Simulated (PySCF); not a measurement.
Species: 2-hydroxypyridine, C5H5NO.
Cartesian coordinates in Å at the PBE0-D3(BJ)/def2-TZVP level; atoms count from 1:
```
atom  x, y, z in Å
O1     2.3341    0.0738   -0.9158
C2     1.0904   -0.0153   -0.4181
C3     0.3108    1.1391   -0.3473
C4    -0.9615    1.0150    0.1677
C5    -1.4143   -0.2317    0.5883
C6    -0.5538   -1.3055    0.4685
N7     0.6794   -1.2061   -0.0251
H8     2.7012   -0.8190   -0.8805
H9     0.7108    2.0847   -0.6882
H10   -1.6021    1.8863    0.2425
H11   -2.4072   -0.3646    0.9971
H12   -0.8594   -2.2991    0.7830
```

Probes without a nucleus sit at each ring's centroid and 1 Å off its mean plane on both sides; NICS is minus the shielding there, NICSzz its component along the normal. Level: GIAO B97-2/pcSseg-2 (PySCF, non-relativistic, gas phase) on the PBE0-D3(BJ)/def2-TZVP geometry, one conformer.

Ring bond lengths (Å): C2–C3 1.395, C3–C4 1.378, C4–C5 1.391, C5–C6 1.381, C6–N7 1.332, N7–C2 1.320.

Give the NICS values of each ring in ppm.

```json
{"ring": "C2–C3–C4–C5–C6–N7", "type": "6-membered ring with N; formal bonds all aromatic", "NICS(0)": "-7.3", "NICS(1), two faces": "-9.0 / -9.0", "NICS(1)zz, two faces": "-25.4 / -25.4", "rms pucker (Å)": "0.00", "centre to ring atoms, mean (Å)": "1.37"}
```

What do they say, and how far can they be read as aromaticity?

- C2–C3–C4–C5–C6–N7: mean NICS(1)zz -25.4 ppm, shielded. The ring is flat and has no four-coordinate atom; by the NICS criterion it is aromatic.

How equal are the bonds by HOMA? Use HOMA with the parameters of Krygowski (1993).

- C2–C3–C4–C5–C6–N7: HOMA 0.99; the largest term is that of C3–C4, α(R − Ropt)² = 0.03. The geometric and the magnetic index point the same way.

At the second NICS(1) probe listed for ring C2–C3–C4–C5–C6–N7, 1 Å off the ring, what do the in-plane components average?

The isotropic value is a third of the trace: (3 × -9.0 − (-25.4))/2 = -0.8 ppm.

Give the inner angles of the rings.

- C2–C3–C4–C5–C6–N7: C2 123.9°, C3 117.4°, C4 119.6°, C5 117.9°, C6 123.4°, N7 117.8°; sum 720.0° against 720° for a flat convex ring.

How do the values depend on the level or the medium?

| level | NICS(0), C2–C3–C4–C5–C6–N7 | mean NICS(1)zz, C2–C3–C4–C5–C6–N7 |
| --- | --- | --- |
| B97-2/pcSseg-2, gas | -7.3 | -25.4 |
| KT3/pcSseg-2, gas | -7.2 | -24.2 |
| PBE0/pcSseg-2, gas | -7.2 | -25.6 |
| wB97X-D/pcSseg-2, gas | -7.2 | -25.8 |
| WP04/pcSseg-2, IEF-PCM chloroform | -7.7 | -25.0 |
| wB97X-D/pcSseg-2, IEF-PCM chloroform | -7.0 | -25.7 |

The geometry is the same throughout; the continuum's cavity takes Bondi-type radii × 1.2.

The run took 51 s on Arm Neoverse V1, one thread, shared host with 32 logical CPUs at a one-minute load of 19, and the process peaked at 1.4 GiB of memory. This is the whole shielding run at B97-2/pcSseg-2, SCF included.
